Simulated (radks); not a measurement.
Q: Valence configurations of Ga+ (all share [Ar]). Method: Dirac Kohn-Sham, BLYP, spin-unpolarised, spherical densities, finite nucleus; open shells fill j = l - 1/2 first; Fermi nuclear charge, rms radius 3.9973 fm; computed with a radial shooting solver on a logarithmic mesh with Libxc functionals. Order these by energy: 3d6 4s1 4p5; 3d10 4s2; 3d9 4s2 4p1; 3d8 4s2 4p2; 3d8 4s1 4p3; 3d10 4p2; 3d10 4s1 4p1; 3d9.5 4s0.5 4p2; 3d10 4s1.5 4p0.5; 3d7 4s1 4p4.

A: From the lowest, in eV above it: 3d10 4s2 0.000; 3d10 4s1.5 4p0.5 3.600; 3d10 4s1 4p1 7.259; 3d10 4p2 14.746; 3d9.5 4s0.5 4p2 21.508; 3d9 4s2 4p1 21.556; 3d8 4s2 4p2 50.893; 3d8 4s1 4p3 60.188; 3d7 4s1 4p4 99.147; 3d6 4s1 4p5 147.18. NIST lists [Ar] 3d10 4s2 as the ground configuration; this level of theory agrees among the configurations tried. The energies are those of spherical spin-averaged densities, not of single terms.
